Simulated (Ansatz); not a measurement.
Geometry optimisation of C₂H₇FSSi (`FC[SiH2]CS`).

```yaml
crystal:
  periodic: [false, false, false]
  atoms:
    - {symbol: F, position_ang: [-2.047876, 0.128602, 1.162796]}
    - {symbol: C, position_ang: [-1.484837, 0.825493, 0.085081]}
    - {symbol: Si, position_ang: [-0.269792, -0.359249, -0.790376]}
    - {symbol: C, position_ang: [1.028199, -0.868061, 0.496578]}
    - {symbol: S, position_ang: [2.036215, 0.570397, 1.042349]}
    - {symbol: H, position_ang: [-2.297072, 1.182102, -0.587725]}
    - {symbol: H, position_ang: [-0.941964, 1.717261, 0.472400]}
    - {symbol: H, position_ang: [-1.025702, -1.561344, -1.293802]}
    - {symbol: H, position_ang: [0.396657, 0.334437, -1.951062]}
    - {symbol: H, position_ang: [1.668659, -1.716260, 0.179448]}
    - {symbol: H, position_ang: [0.478610, -1.191579, 1.405726]}
    - {symbol: H, position_ang: [2.535902, 0.882901, -0.187513]}
basis:
  gaussian: {orbitals: def2-TZVP}
hamiltonian: {xc: pbe0, dispersion: d4}
relax: {f_tol: 0.005, max_steps: 150}
```

```sh
$ ansatz run in.yaml --threads 4 --pin off --events-out ev --progress --plain --max-ram 10444MiB
```

It prints (some lines left out):

```
Functional definition: PBE0
mean field -23608.03292381 eV, -867.5792078506 hartree, gradient 1.1e-5 eV, S^2 0.000000; 0 other end points of the search recorded, 0 dependent functions left out
relax step   1: F+E_penalty+E_count = -23608.26527088 eV  Δ(F+E_penalty+E_count) = +0.000e0 eV  max|allowed force component| = 6.873e-1 eV/Å  Δτ_max = 0.0000 Å  (28 SCF iters, accepted)
mean field -23608.08133242 eV, -867.5809868343 hartree, gradient 1.8e-5 eV, S^2 0.000000; 0 other end points of the search recorded, 0 dependent functions left out
relax step   2: F+E_penalty+E_count = -23608.31396115 eV  Δ(F+E_penalty+E_count) = -4.869e-2 eV  max|allowed force component| = 2.293e-1 eV/Å  Δτ_max = 0.0373 Å  (31 SCF iters, accepted)
mean field -23608.08776052 eV, -867.5812230624 hartree, gradient 1.7e-5 eV, S^2 0.000000; 0 other end points of the search recorded, 0 dependent functions left out
relax step   3: F+E_penalty+E_count = -23608.32066659 eV  Δ(F+E_penalty+E_count) = -6.705e-3 eV  max|allowed force component| = 5.238e-2 eV/Å  Δτ_max = 0.0293 Å  (31 SCF iters, accepted)
mean field -23608.08858100 eV, -867.5812532147 hartree, gradient 1.7e-5 eV, S^2 0.000000; 0 other end points of the search recorded, 0 dependent functions left out
relax step   4: F+E_penalty+E_count = -23608.32132898 eV  Δ(F+E_penalty+E_count) = -6.624e-4 eV  max|allowed force component| = 2.939e-2 eV/Å  Δτ_max = 0.0216 Å  (31 SCF iters, accepted)
mean field -23608.08891157 eV, -867.5812653630 hartree, gradient 1.7e-5 eV, S^2 0.000000; 0 other end points of the search recorded, 0 dependent functions left out
relax step   5: F+E_penalty+E_count = -23608.32154353 eV  Δ(F+E_penalty+E_count) = -2.146e-4 eV  max|allowed force component| = 1.391e-2 eV/Å  Δτ_max = 0.0218 Å  (31 SCF iters, accepted)
mean field -23608.08903080 eV, -867.5812697444 hartree, gradient 1.7e-5 eV, S^2 0.000000; 0 other end points of the search recorded, 0 dependent functions left out
relax step   6: F+E_penalty+E_count = -23608.32158872 eV  Δ(F+E_penalty+E_count) = -4.519e-5 eV  max|allowed force component| = 5.893e-3 eV/Å  Δτ_max = 0.0123 Å  (32 SCF iters, accepted)
mean field -23608.08904147 eV, -867.5812701364 hartree, gradient 1.7e-5 eV, S^2 0.000000; 0 other end points of the search recorded, 0 dependent functions left out
relax step   7: F+E_penalty+E_count = -23608.32159722 eV  Δ(F+E_penalty+E_count) = -8.496e-6 eV  max|allowed force component| = 2.022e-3 eV/Å  Δτ_max = 0.0026 Å  (33 SCF iters, accepted)
mean field -23608.08904147 eV, -867.5812701364 hartree, gradient 4.4e-5 eV, S^2 0.000000; 1 other end points of the search recorded, 0 dependent functions left out
Total energy: -23608.32162886 eV, -867.5898175655 hartree
Atom 0 at    -2.095960     0.186960     1.144404 Å, force     0.000803     0.000730    -0.001999 eV/Å
Atom 1 at    -1.474371     0.831127     0.074458 Å, force    -0.001755    -0.000564     0.001391 eV/Å
Atom 2 at    -0.261459    -0.363147    -0.749946 Å, force    -0.000049     0.000143    -0.000257 eV/Å
Atom 3 at     1.037517    -0.885724     0.498341 Å, force    -0.001041    -0.002023     0.000243 eV/Å
Atom 4 at     2.053625     0.521650     1.023720 Å, force     0.000535     0.000786    -0.001450 eV/Å
Atom 5 at    -2.251498     1.168646    -0.618874 Å, force     0.001106     0.000132     0.000537 eV/Å
Atom 6 at    -0.956019     1.712673     0.464003 Å, force     0.000088    -0.000246     0.000116 eV/Å
Atom 7 at    -1.004328    -1.546558    -1.263822 Å, force    -0.000065    -0.000057     0.000488 eV/Å
Atom 8 at     0.395646     0.338406    -1.888190 Å, force    -0.000306    -0.000504     0.000107 eV/Å
Atom 9 at     1.663732    -1.707409     0.146137 Å, force     0.000074     0.001407     0.000446 eV/Å
Atom 10 at     0.529972    -1.228891     1.404101 Å, force     0.000024    -0.000177    -0.000744 eV/Å
Atom 11 at     2.440142     0.916968    -0.200431 Å, force     0.000588     0.000374     0.001122 eV/Å
Dipole moment:     0.088805    -0.012692    -0.359035 e Å
```

Hardware: 4 threads of an Arm Neoverse V2 on a shared host. Wall time 24 s, peak host memory 0.58 GiB.
